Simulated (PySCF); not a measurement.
# Zinc: a sound run and one with changed settings

Sound run: Zn [Ar] 3d10 4s2, Zn⁺ [Ar] 3d10 4s1. Computed with PySCF 2.14 in 6-31G*, with the non-relativistic Hamiltonian (point nucleus). In the sound run the correlated levels freeze [Ar]. The sound run starts from symmetry-adapted Hartree-Fock orbitals and uses a fine grid where one is needed.

A second run was set up differently.

| species | method | sound run (hartree) | changed run (hartree) | converged |
| --- | --- | --- | --- | --- |
| Zn | UHF | -1777.48110 | -1777.48110 | yes |
| Zn | BP86 | -1779.28116 | -1779.28116 | yes |
| Zn | LDA | -1776.12653 | -1776.12653 | yes |
| Zn | MP2 | -1777.72777 | -1777.62176 | yes |
| Zn | CCSD(T) | -1777.72146 | -1777.72146 | yes |
| Zn⁺ | UHF | -1777.20913 | -1777.20913 | yes |
| Zn⁺ | BP86 | -1778.95261 | -1778.95261 | yes |
| Zn⁺ | LDA | -1775.79266 | -1775.79266 | yes |
| Zn⁺ | MP2 | -1777.42528 | -1777.34062 | yes |
| Zn⁺ | CCSD(T) | -1777.40969 | -1777.40969 | yes |

Ionisation energy of Zn:

| method | sound run (eV) | changed run (eV) |
| --- | --- | --- |
| UHF | 7.401 | 7.401 |
| BP86 | 8.940 | 8.940 |
| LDA | 9.085 | 9.085 |
| MP2 | 8.231 | 7.650 |
| SCS-MP2 | 8.291 | 7.648 |
| CCSD | 8.445 | 8.445 |
| CCSD(T) | 8.484 | 8.484 |

Problem. What was changed?
A. radial grid too coarse
B. level shift left on
C. a valence shell is frozen
D. all electrons correlated in a valence basis

Solution. B. It used initial guess sap, at most 50 SCF cycles, level shift 2.0 hartree. A level shift leaves the converged SCF energy unchanged but raises the virtual orbital energies, which shrinks MP2 if it is not removed.
